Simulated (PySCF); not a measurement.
# Assignment exercise: CH$_{11}$NSi$_{3}$

Structure with atom numbers: `[CH3:1][Si@H:2]([SiH3:3])[NH:4][SiH3:5]`. Hydrogens are named by the atom that carries them.

- coordinates at the GFN2-xTB level
- shielding tensors at PBE0/pcSseg-1 (GIAO)
- run in PySCF
- one averaged value for each set of equivalent atoms, single conformer, gas phase, non-relativistic Hamiltonian

Chemical shifts δ = σref − σ; TMS for 1H (σ = 31.72 ppm), all at this level.

Question: Assign these signals to the numbered atoms. 1H NMR (300 MHz, computed): δ 5.42 (m, 1H), 4.75 (s, 3H), 3.41 (d, 3H), 0.37 (d, 3H), -0.75 (br s, 1H).

Answer: 
| δ (ppm) | atoms | environment | reason |
| --- | --- | --- | --- |
| 5.42 | H(Si2) | hydrogen on a silicon bonded to C, N, Si | – |
| 4.75 | H(Si5) | hydrogen on a silicon bonded to N | – |
| 3.41 | H(Si3) | hydrogen on a silicon bonded to Si | – |
| 0.37 | H(C1) | hydrogen on a methyl carbon bonded to Si | an electropositive neighbour shields it, as in TMS itself |
| -0.75 | H(N4) | hydrogen on a nitrogen bonded to 2 Si | labile proton, position sensitive to the medium |

OH and NH positions are those of a molecule without intermolecular hydrogen bonds; in solution they move with solvent, concentration and temperature, and exchange usually removes their couplings. No couplings were computed; multiplicities are counted from neighbouring protons, with m where these are inequivalent, close in shift, in a saturated or five-membered ring or joined by F or P, and br s for small geminal =CH2 splittings.
